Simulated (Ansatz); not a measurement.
```yaml
crystal:
  periodic: [false, false, false]
  atoms:
    - {symbol: Si, position_ang: [-1.557336, 1.326105, -1.413229]}
    - {symbol: Al, position_ang: [0.012834, 0.114301, 0.020218]}
    - {symbol: N, position_ang: [0.517641, -1.516670, 0.404877]}
    - {symbol: Ge, position_ang: [1.681857, -0.538024, 1.564495]}
    - {symbol: H, position_ang: [-2.556341, 0.406359, -2.023072]}
    - {symbol: H, position_ang: [-2.281392, 2.359270, -0.623649]}
    - {symbol: D, position_ang: [-0.816035, 2.013118, -2.506591]}
    - {symbol: H, position_ang: [0.445419, -2.513289, 0.279441]}
    - {symbol: H, position_ang: [1.462421, -0.903137, 3.052254]}
    - {symbol: H, position_ang: [3.174032, -0.799134, 1.248156]}
basis:
  gaussian: {orbitals: def2-TZVPP, final_grid: {core_spheres: 5, valence_spheres: 4, degree: 11}}
hamiltonian: {xc: {name: PBEsol}, dispersion: d3bj}
scf: {lower_state_search: off}
output: {forces: true}
```

```sh
$ ansatz run in.yaml --threads 4 --pin off --events-out ev --progress --plain --max-ram 10444MiB
```

It prints (some lines left out):

```
Error: YAML parse error: error: line 10 column 16: `D` is not an element symbol (H … Og, case-exact)
 8 |     - {symbol: H, position_ang: [-2.556341, 0.406359, -2.023072]}
 9 |     - {symbol: H, position_ang: [-2.281392, 2.359270, -0.623649]}
10 |     - {symbol: D, position_ang: [-0.816035, 2.013118, -2.506591]}
11 |     - {symbol: H, position_ang: [0.445419, -2.513289, 0.279441]}
12 |     - {symbol: H, position_ang: [1.462421, -0.903137, 3.052254]}
```

What is wrong with this run?

An element symbol is wrong. The input was rejected before any iteration.
